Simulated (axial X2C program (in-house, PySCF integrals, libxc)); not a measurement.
BiH⁻: cheaper levels and CCSD(T), two-component

All values were computed with an in-house relativistic program for diatomic molecules. Two-component (2c) means X2C with spin–orbit coupling and atomic mean-field two-electron Coulomb and Gaunt terms. Basis: Bi dyall-acv3z [13s15p11d7f1g], H dyall-av3z [7s3p2d] (cores contracted in-house); Gaussian nuclei, density fitting, unrestricted open shells. Masses: Bi 208.980 u, H 1.008 u.

State: Ω = 3/2 (⟨Sz⟩ = 0.51, ⟨Lz⟩ = 0.99 at HF); fragments Bi- + H.

```json
{"level": "PBE0", "Re (Å)": "1.841", "ωe (cm⁻¹)": "1539.1", "De (eV)": "2.35"}
{"level": "HF", "Re (Å)": "1.837", "ωe (cm⁻¹)": "1552.7", "De (eV)": "n/a"}
{"level": "CCSD", "Re (Å)": "1.852", "ωe (cm⁻¹)": "1524.2", "De (eV)": "n/a"}
{"level": "PBE50", "Re (Å)": "1.822", "ωe (cm⁻¹)": "1602.8", "De (eV)": "n/a"}
```

Correlated methods: 7 electrons correlated (number of frozen shells: Bi 5 s, 4 p, 3 d, 1 f; H none), 229 virtual spin orbitals or spinors in MP2, 90 natural virtuals in coupled cluster.

CCSD(T), same Hamiltonian and basis:

Re = 1.854 Å, ωe = 1517.4 cm⁻¹; T1 = 0.012 (Lee–Taylor normalisation).

(1) Give the differences from CCSD(T) in the columns below.

One determinant describes the state; a PBE0 search over occupations chose it and may have missed a lower one. Dissociation energies refer to the lowest single-determinant-based atoms at the same level and basis. De is not given where an atomic determinant may have missed its ground term or J level, or where the truncated virtual space spoils (T). Density functionals use the spin component along the axis (collinear). CCSD and (T) use frozen natural virtuals with an MP2 correction for the truncation; (T) itself is uncorrected, so its De runs slightly low. The functionals have no current-density term, which raises determinants with orbital currents, atoms included. The highest occupied level of some functionals is positive through self-interaction error; at Hartree–Fock it is bound. With the outer-core shells frozen, correlated bond lengths of heavy atoms tend to come out a few hundredths of an ångström too long.

Results:

(1) 

| level | ΔRe (Å) | Δωe (cm⁻¹) |
| --- | --- | --- |
| PBE0 | -0.013 | 22 |
| HF | -0.017 | 35 |
| CCSD | -0.002 | 7 |
| PBE50 | -0.032 | 85 |
